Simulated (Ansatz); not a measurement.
Reactions of `BN=C=C`.

Computed with Ansatz on PBE0-D4/def2-TZVP structures; ΔE is electronic, products minus reactants. CBS: MP2 limit from def2 TZ/QZ plus the TZ coupled-cluster correction, frozen cores. This one scheme is used for every species. Functionals use def2-TZVPP. One conformer a species, not always the lowest.

```tsv
reaction	CCSD(T)/CBS(def2) (kJ/mol)
`BN=C=C` + `N=C=N` → `BN=C=N` + `C=C=N`	9
`BN=C=C` + H₂ → BH₃ + `C=C=N`	110
`BN=C=C` + CH₃OH → `BOC` + `C=C=N`	-27
`BN=C=C` + `CN[SiH2]N` → `BN[SiH2]NC` + `C=C=N`	?
`BN=C=C` + `C[SiH2]B[SiH3]` → `B[SiH2]B[SiH2]C` + `C=C=N`	136
```

(1) Fill in the missing values. (An estimate is asked.)

Largest T1 diagnostic: 0.017, for `N=C=N`.

Answers

(1) The calculation gave: `BN=C=C` + `CN[SiH2]N` → `BN[SiH2]NC` + `C=C=N`: -18.2 kJ/mol.
